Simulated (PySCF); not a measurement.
# WF4: from a saddle point downhill

PySCF 2.14.0, RKS PBE0, W def2-SVP with ECP60, F def2-SVP; non-relativistic Hamiltonian with scalar-relativistic core potentials where named; density fitting; no spin-orbit coupling. Relaxed within the symmetry of its start, the geometry (D4h) is

```xyz
5

W     0.0000    0.0000    0.0000
F     1.8342    0.0000    0.0000
F     0.0000    1.8342    0.0000
F    -1.8342    0.0000    0.0000
F     0.0000   -1.8342    0.0000
```

and its lowest harmonic modes are -76, 120, 198, 198, 314, 717 cm⁻¹ (negative: unstable). It was moved along the lowest mode and relaxed again, within the group D2d that the move left.

(1) Where does it end, and how much lower?

(2) How do the contacts change?

(3) Is the end a minimum?

State: singlet.

Answers

(1) In D2d, 0.070 eV lower, after 6 steps:
```xyz
5

W     0.0000    0.0000    0.0000
F     1.7980    0.0000    0.3536
F     0.0000    1.7980   -0.3536
F    -1.7980    0.0000    0.3536
F     0.0000   -1.7980   -0.3536
```

(2) 
```
  contact  saddle (Å)  end (Å)
W1–F2 (F)       1.834    1.832
W1–F3 (F)       1.834    1.832
W1–F4 (F)       1.834    1.832
W1–F5 (F)       1.834    1.832
```


(3) Yes; lowest modes 132, 178, 190, 190, 292, 716 cm⁻¹.
